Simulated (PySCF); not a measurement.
Species: VF3 (triplet state).
Bonds: V1–F2, V1–F3, V1–F4.

A GFN2-xTB structure was refined with PySCF, PBE0-D3(BJ)/def2-SVP geometry optimisation, gas phase. Its GFN2-xTB values:

```tsv
coordinate	GFN2-xTB
V1–F2	1.591 Å
V1–F3	1.719 Å
V1–F4	1.591 Å
F2–V1–F3	108.6°
F2–V1–F4	142.8°
F3–V1–F4	108.6°
```

Q: How do these coordinates change at the PBE0-D3(BJ)/def2-SVP level?

A: 
```tsv
coordinate	PBE0-D3(BJ)/def2-SVP (Å or °)	change
V1–F4	1.732	+0.141
V1–F2	1.720	+0.129
V1–F3	1.734	+0.015
F2–V1–F4	125.5	-17.3
F2–V1–F3	123.5	+14.9
F3–V1–F4	111.0	+2.4
```

The energy falls by 0.861 eV over 7 energy and gradient evaluations, the largest force component goes from 0.1266 to 8.8e-05 Eh/bohr, and the atoms move by 0.156 Å rms after alignment. The bond that changes most is V1–F4 (ends: vanadium bonded to 3 F; fluorine bonded to V), which lengthens by 0.141 Å. Bonds longer at the end by more than 0.005 Å: 3 of 3; shorter: 0. Rotational constants go from 7864, 5850, 3354 to 6528, 5454, 2972 MHz.

The run used 73 basis functions and 97 SCF cycles in all.

Not checked by PBE0-D3(BJ)/def2-SVP frequencies. ⟨S²⟩ = 2.009 (exact for a triplet: 2.00).

Neither the SCF state along the optimisation nor the shape of the open-shell metal species was proved the lowest: other solutions of the same spin, or a structure of lower symmetry, can lie below.
